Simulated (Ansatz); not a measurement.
Conformers of `[OH][GeH2][NH][SiH](O)O`, each relaxed with PBE0-D4/def2-TZVP in Ansatz. CBS adds the triple-zeta coupled-cluster correction to the MP2 limit.

Outer-core shells of Ge are correlated without core-valence functions. Scalar relativity is left out up to krypton. Spin–orbit coupling is left out.

Not all of them had a frequency check.

Conformer A:

Z-matrix (Å, degrees):
```
Ge
N 1 1.825
O 1 1.799 2 107.8
H 1 1.537 2 108.5 3 -119.8
H 1 1.528 2 112.5 3 112.2
Si 2 1.714 1 122.5 3 -44.3
H 2 1.009 1 116.1 3 115.1
H 3 0.960 1 112.5 2 -73.1
O 6 1.644 2 105.3 1 126.1
O 6 1.633 2 107.6 1 2.2
H 6 1.480 2 115.3 1 -114.5
H 9 0.958 6 116.7 2 163.2
H 10 0.968 6 116.3 2 39.0
```

Conformer B:

Cartesian coordinates in Å:
```
O -2.011 -0.445 -0.287
Ge -1.065 -0.468 1.245
N 0.451 0.425 0.805
Si 1.408 0.170 -0.608
O 0.492 -0.727 -1.618
O 1.907 1.615 -1.201
H -2.661 -1.151 -0.339
H -1.807 0.300 2.351
H -0.846 -1.950 1.599
H 0.695 1.192 1.413
H 2.670 -0.555 -0.373
H -0.465 -0.636 -1.499
H 1.231 2.230 -1.489
```

Q: Which is lowest in electronic energy at CCSD(T)/CBS (frozen core, def2 sets), and by how much? (Estimate.)

A: The calculation gave: A; B lies 1.8 kJ/mol higher. Gaps under about 2 kJ/mol don't settle the order.

Q: Give the energies relative to A (kJ/mol) with r2SCAN-D4/def2-TZVPP, ωB97M-V/def2-TZVPP, PBE0/def2-TZVPP, MP2/def2-TZVPP, CCSD/def2-TZVPP, HF/CBS(def2), MP2/CBS(def2). (Estimate.)

A: The calculation gave: 
```csv
level,B
r2SCAN-D4/def2-TZVPP,2.6
ωB97M-V/def2-TZVPP,2.7
PBE0/def2-TZVPP,1.9
MP2/def2-TZVPP,2.4
CCSD/def2-TZVPP,2.1
HF/CBS(def2),0.9
MP2/CBS(def2),2.0
```
